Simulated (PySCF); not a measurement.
PySCF input (HF/def2-TZVPD):

```python
from pyscf import gto, scf, dft

mol = gto.M(
    atom='''
    Si    0.03863853    0.17921222   -0.46970711
    Cl    0.27826651   -0.93227476    1.47154191
    N     1.18354095    0.05475074   -1.61906240
    N    -0.01114372    1.83774123    0.11822405
    N    -1.59070089   -0.41737527   -0.76689801
    H     1.21664943   -0.82033176   -2.12908882
    H     0.85571530    2.30563504   -0.11815414
    H    -0.15758083    1.91917853    1.11572890
    H    -2.07636490    0.10567909   -1.48483983
    H    -2.18176355   -0.49627789    0.05019531
    ''',
    basis='def2-tzvpd',
    charge=-1,
    spin=0,
    verbose=4,
)

mf = scf.RHF(mol).density_fit(auxbasis='def2-universal-jkfit')
mf.conv_tol = 1e-9
mf.max_cycle = 100
mf.max_memory = 1500
mf.kernel()
if not mf.converged:
    mf = mf.newton()
    mf.kernel(mf.make_rdm1())
mf.analyze()
```

End of the output:

```
Extra cycle  E= -914.929177581578  delta_E= -5.23e-11  |g|= 4.49e-06  |ddm|= 3.99e-05
converged SCF energy = -914.929177581578
**** SCF Summaries ****
Total Energy =                        -914.929177581577733
Nuclear Repulsion Energy =             294.722252017978860
One-electron Energy =                -1861.670062165223953
Two-electron Energy =                  652.018632565667303
Two-electron Coulomb Energy =          721.943846539226911
DFT Exchange-Correlation Energy =      -69.925213973559607
HOMO-LUMO gap [eV] =                     8.753701605629079
**** MO energy ****
MO #1   energy= -104.622720062786  occ= 2
MO #2   energy= -68.6134522049544  occ= 2
MO #3   energy= -15.3713574169858  occ= 2
MO #4   energy= -15.3661640070714  occ= 2
MO #5   energy= -15.2797018196379  occ= 2
MO #6   energy= -10.351953760342   occ= 2
MO #7   energy= -7.81853506914632  occ= 2
MO #8   energy= -7.81801820530236  occ= 2
MO #9   energy= -7.81801324898936  occ= 2
MO #10  energy= -5.95433340561189  occ= 2
MO #11  energy= -4.06270915687878  occ= 2
MO #12  energy= -4.06139392377498  occ= 2
MO #13  energy= -4.06059753893569  occ= 2
MO #14  energy= -0.982490879934757 occ= 2
MO #15  energy= -0.95519565851714  occ= 2
MO #16  energy= -0.877734672230005 occ= 2
MO #17  energy= -0.839517437646585 occ= 2
MO #18  energy= -0.50017138392946  occ= 2
MO #19  energy= -0.49111935015446  occ= 2
MO #20  energy= -0.479660377706292 occ= 2
MO #21  energy= -0.404162919971711 occ= 2
MO #22  energy= -0.360518693768316 occ= 2
MO #23  energy= -0.331428456150417 occ= 2
MO #24  energy= -0.283241546483458 occ= 2
MO #25  energy= -0.272509741338859 occ= 2
MO #26  energy= -0.260309569100473 occ= 2
MO #27  energy= -0.236426894256964 occ= 2
MO #28  energy= -0.191778319347257 occ= 2
MO #29  energy= -0.151201164896165 occ= 2
MO #30  energy= 0.170491438310274  occ= 0
MO #31  energy= 0.201361599961612  occ= 0
MO #32  energy= 0.205756808773821  occ= 0
MO #33  energy= 0.210638185713565  occ= 0
MO #34  energy= 0.24346235594202   occ= 0
MO #35  energy= 0.259723930379678  occ= 0
MO #36  energy= 0.265446227376408  occ= 0
MO #37  energy= 0.280252858160209  occ= 0
MO #38  energy= 0.300988545447465  occ= 0
MO #39  energy= 0.314762399467545  occ= 0
MO #40  energy= 0.324422076861699  occ= 0
MO #41  energy= 0.33818486570381   occ= 0
MO #42  energy= 0.352375411882319  occ= 0
MO #43  energy= 0.363020223702064  occ= 0
MO #44  energy= 0.369070481528938  occ= 0
MO #45  energy= 0.381526456413271  occ= 0
MO #46  energy= 0.39552556913835   occ= 0
MO #47  energy= 0.396496070803816  occ= 0
MO #48  energy= 0.416091031820316  occ= 0
MO #49  energy= 0.423354666023534  occ= 0
MO #50  energy= 0.432769831912588  occ= 0
MO #51  energy= 0.441537520100225  occ= 0
MO #52  energy= 0.463234490751765  occ= 0
MO #53  energy= 0.469600426196668  occ= 0
MO #54  energy= 0.476010276283753  occ= 0
MO #55  energy= 0.478862267713556  occ= 0
MO #56  energy= 0.485214027755433  occ= 0
MO #57  energy= 0.498522699974539  occ= 0
MO #58  energy= 0.500663727090192  occ= 0
MO #59  energy= 0.505502215239752  occ= 0
MO #60  energy= 0.514510075939162  occ= 0
MO #61  energy= 0.517100272538623  occ= 0
MO #62  energy= 0.527875528154427  occ= 0
MO #63  energy= 0.536746130834784  occ= 0
MO #64  energy= 0.550099068176636  occ= 0
MO #65  energy= 0.56246930925192   occ= 0
MO #66  energy= 0.570230628102261  occ= 0
MO #67  energy= 0.574438132849174  occ= 0
MO #68  energy= 0.580785854229253  occ= 0
MO #69  energy= 0.586213106503713  occ= 0
MO #70  energy= 0.608035586951832  occ= 0
MO #71  energy= 0.614443817368298  occ= 0
MO #72  energy= 0.63561599731513   occ= 0
MO #73  energy= 0.644783186988752  occ= 0
MO #74  energy= 0.65897814870635   occ= 0
MO #75  energy= 0.665313377268286  occ= 0
MO #76  energy= 0.671954773499331  occ= 0
MO #77  energy= 0.705612288789338  occ= 0
MO #78  energy= 0.716093734557885  occ= 0
MO #79  energy= 0.718898143621828  occ= 0
MO #80  energy= 0.725330947336003  occ= 0
MO #81  energy= 0.77241133973174   occ= 0
MO #82  energy= 0.783584632544413  occ= 0
MO #83  energy= 0.792011822364282  occ= 0
MO #84  energy= 0.810605765298272  occ= 0
MO #85  energy= 0.82917495362623   occ= 0
MO #86  energy= 0.842444172535966  occ= 0
MO #87  energy= 0.853558062703071  occ= 0
MO #88  energy= 0.869283963617756  occ= 0
MO #89  energy= 0.900046280283241  occ= 0
MO #90  energy= 0.910364380029041  occ= 0
MO #91  energy= 0.9265611708606    occ= 0
MO #92  energy= 0.949373473675478  occ= 0
MO #93  energy= 0.957803406997941  occ= 0
MO #94  energy= 0.963427875431135  occ= 0
MO #95  energy= 0.975672052470156  occ= 0
MO #96  energy= 0.98694228382251   occ= 0
MO #97  energy= 0.997336221589783  occ= 0
MO #98  energy= 1.01094609624739   occ= 0
MO #99  energy= 1.0172653345568    occ= 0
MO #100 energy= 1.03612152665646   occ= 0
MO #101 energy= 1.04417187693114   occ= 0
MO #102 energy= 1.05955350338776   occ= 0
MO #103 energy= 1.06627730513375   occ= 0
MO #104 energy= 1.08927283889753   occ= 0
MO #105 energy= 1.09291689554133   occ= 0
MO #106 energy= 1.1082425407147    occ= 0
MO #107 energy= 1.12405303071724   occ= 0
[...]
```

It need not be the lowest isomer of its formula. Whether it binds its extra electron was not tested at this geometry.
